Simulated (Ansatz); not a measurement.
`[SiH3][GaH][SH]` + HCl → `[SiH3][GaH][Cl]` + H₂S at 700 K and 1 bar (ligand exchange at a Ga–S bond).

Program: Ansatz. Geometries: PBE0-D4/def2-TZVP. ΔE: electronic, gas phase. CCSD(T)/CBS adds triple-zeta CCSD(T) − MP2 to the extrapolated MP2 energy (def2 sets, frozen cores). This one scheme is used for every species. For Ga outer-core shells are correlated without core-valence functions, which leaves a few kJ/mol of doubt a bond. Scalar relativity is left out up to krypton. Each species was taken in one conformer, which may not be the lowest.

```
          species  CCSD(T)/CBS energy (Eh)  H − E (kJ/mol)  S (J/(mol·K))
`[SiH3][GaH][SH]`              -2613.82650           176.8          452.3
              HCl               -460.38127            38.4          211.8
`[SiH3][GaH][Cl]`              -2675.24391           147.7          436.5
              H₂S               -398.97279            64.8          236.9
```

H − E and S are ideal-gas, rigid-rotor, harmonic terms from PBE0-D4/def2-TZVP, for one conformer and one mirror image of each species. 1 Eh = 2625.50 kJ/mol, R = 8.31446 J/(mol·K).

Task: By hand: ΔE, ΔH, ΔS and ΔG.

Result: ΔE = (-2675.24391) + (-398.97279) − (-2613.82650) − (-460.38127) = -0.00893 Eh = -23.4 kJ/mol. Δ(H − E) = 147.7 + 64.8 − 176.8 − 38.4 = -2.7, so ΔH = -26.1 kJ/mol. ΔS = 436.5 + 236.9 − 452.3 − 211.8 = 9.3 J/(mol·K). ΔG = -26.1 − 700 × (9.3)/1000 = -32.6 kJ/mol.

Task: By hand: the equilibrium constant, and the temperature at which ΔG would vanish if ΔH and ΔS stayed fixed.

Result: log₁₀ K = −ΔG/(RT ln 10) = 2.4. ΔH and −TΔS have one sign here, so there is no such temperature.

The number of gas molecules stays the same, so ΔS is small and ΔH decides. A doubt of 5 kJ/mol in ΔE shifts log₁₀ K by 0.4 here. Other conformers and mirror images would add mixing entropy, several J/(mol·K) or more a flexible species. Modes under 60 cm⁻¹, often nearly free rotors, make the harmonic entropy too high. These are equilibria of isolated gas molecules and say nothing of rates. Largest T1 diagnostic: 0.014 (customary marks: 0.02 for closed shells, 0.045 for open ones).

ΔS is within the doubt of such terms, so its sign, and with it that verdict, could turn.
